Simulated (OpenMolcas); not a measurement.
Ag3+ among 4 point charges of -2 e arranged as a square (D4h).

```
Program             : OpenMolcas
Method              : CASSCF
Basis               : ANO-RCC-VTZP [7s6p4d2f1g]
Scalar Hamiltonian  : DKH2, point nucleus
Active space        : 8 electrons in 5 orbitals (4d)
State averaging     : 2S+1 = 3 even, 10 roots; 2S+1 = 1 even, 15 roots
Spin-orbit coupling : RASSI with atomic mean-field integrals over the reference wave functions
```

All point charges move together. At R = 1.86 Å the first state of the same spin is 2767 cm-1, and at R = 1.99 Å it is 947.9 cm-1.

A third run gives 4867 cm-1. What distance was it run at?

With a power law R^-n the two known points give n = -ln(947.9 / 2767) / ln(1.99 / 1.86) = 15.86. Then R = 1.86 × (2767 / 4867)^(1/15.86) = 1.795 Å. The run was at 1.75 Å, so the estimate is off by +0.045 Å.

Without dynamic correlation the repulsion within the d shell is too large (B by tens of per cent), so at a given field states of lower spin stand too high. This shell can be high or low spin here, a state of another spin lies low, and with metal d orbitals alone active their balance is uncertain, so the ground spin may be wrong. Point charges give a weaker field than real ligands, and real ions of this kind are as a rule low spin; the high spin found here belongs to the model. Spin-orbit coupling mixes the spin-free states strongly: the lowest level takes only 65 % from its leading state, 3E, which lies 948 cm-1 above the lowest spin-free state (holds for R = 1.99). This is an electrostatic model: the charges have no orbitals. No measured value stands beside these numbers.
